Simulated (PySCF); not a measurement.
C5H5FS.
Geometry (GFN2-xTB, Å), atoms numbered from 1 in this order:
```xyz
12
C5H5FS angstrom
F     -2.2925   -1.4181    0.2164
C     -1.9834   -0.1093   -0.0456
C     -0.5055    0.0977   -0.0393
C      0.4786   -0.8114    0.1826
C      1.7736   -0.2454    0.1082
C      1.7486    1.0799   -0.1688
S      0.1421    1.6758   -0.3464
H     -2.4756    0.4962    0.7266
H     -2.4175    0.1325   -1.0245
H      0.2853   -1.8479    0.3913
H      2.6771   -0.8086    0.2561
H      2.5705    1.7578   -0.2826
```

Level of theory: TDDFT CAM-B3LYP/def2-SVPD, vertical, gas phase, core orbitals frozen in the response in PySCF 2.14.0, density-fitted response routines.

Kohn–Sham orbitals with the atoms that hold most of them (Löwdin shares over 4%, at most four atoms; ? is withheld):

| orbital | ε (eV) | atoms |
| --- | --- | --- |
| LUMO+2 | 1.27 | S7 47%, C2 9%, C5 7%, C4 7% |
| LUMO+1 | 1.09 | S7 64%, C2 7%, H9 6%, H8 6% |
| LUMO | 0.42 | S7 23%, C6 20%, C3 19%, C5 13% |
| HOMO | -8.14 | ? |
| HOMO-1 | -8.69 | ? |
| HOMO-2 | -11.33 | S7 55%, C3 10%, C5 8%, C4 7% |
| HOMO-3 | -11.63 | F1 38%, C2 18%, H8 8%, H9 8% |

Q: Give the leading atoms of the HOMO-1.

A: S7 (bonded to 2 C) 45%; C4 (bonded to 2 C and H) 19%; C5 (bonded to 2 C and H) 16%; C3 (bonded to 2 C and S) 9%. By element: sulfur 45%, carbon 44% or more.

Q: Give the leading atoms of the HOMO.

A: C6 (bonded to C, S and H) 27%; C3 (bonded to 2 C and S) 25%; C5 (bonded to 2 C and H) 16%; C4 (bonded to 2 C and H) 13%.

Q: The HOMO–LUMO gap is 8.56 eV. Where does the response calculation put the lowest singlet, and from which orbitals?

A: S1 is at 5.63 eV (f = 0.113), 2.93 eV below the gap, made of HOMO→LUMO (95%). Without the coupling terms of the response equations the lowest excitation would equal the gap.

Q: Give energy, strength and leading configuration of S1, S2, S3 and S4, and follow the Löwdin shares of the leading atoms from the occupied to the empty orbital.

A: 
- S1 (5.63 eV, f 0.113), HOMO→LUMO (95%): C6 27% → 20%, C3 25% → 19%, S7 at most 14% → 23%
- S2 (5.94 eV, f 0.099), HOMO-1→LUMO (87%): S7 45% → 23%, C4 19% → at most 13%, C6 at most 10% → 20%
- S3 (6.03 eV, f 0.0004), HOMO→LUMO+1 (77%): C6 27% → at most 6%, C3 25% → at most 6%, S7 at most 14% → 64%, C2 at most 14% → 7%
- S4 (6.26 eV, f 0.0000), HOMO-1→LUMO+1 (70%): S7 45% → 64%, C4 19% → at most 6%, C2 at most 10% → 7%

One conformer stands for the species.
